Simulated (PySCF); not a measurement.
# Working out the ionisation energy of Fe²⁺

Fe²⁺ [Ar] 3d6 (5D) → Fe³⁺ [Ar] 3d5 (6S). Computed with PySCF 2.14 in def2-SVP, with the non-relativistic Hamiltonian (point nucleus). Frozen: [Ar]. Energies in hartree (1 hartree = 27.21139 eV):

```csv
part,Fe²⁺ (lower),Fe³⁺ (upper)
UHF,-1261.476930,-1260.418808
MP2 opposite-spin,-0.029401,0.000000
MP2 same-spin,-0.041996,-0.032806
```

**Question.** What does Hartree-Fock give?

**Answer.** (-1260.418808) − (-1261.476930) = 1.058122 hartree = 28.793 eV.

**Question.** What do MP2 and SCS-MP2 (6/5 opposite-spin, 1/3 same-spin) give?

**Answer.** The opposite-spin parts differ by 0.800 eV and the same-spin parts by 0.250 eV. MP2: 28.793 + (0.800) + (0.250) = 29.843 eV. SCS-MP2: 28.793 + 1.2 × (0.800) + (0.250)/3 = 29.836 eV.

Reference: 30.651 ± 0.012 eV (measured; NIST Atomic Spectra Database, ionization energies), between the lowest levels; spin-orbit coupling is absent from the calculation.

The calculation is non-relativistic.

A double-zeta basis recovers only part of the correlation energy.

What remains against the reference includes basis incompleteness, the frozen core and correlation beyond second order.
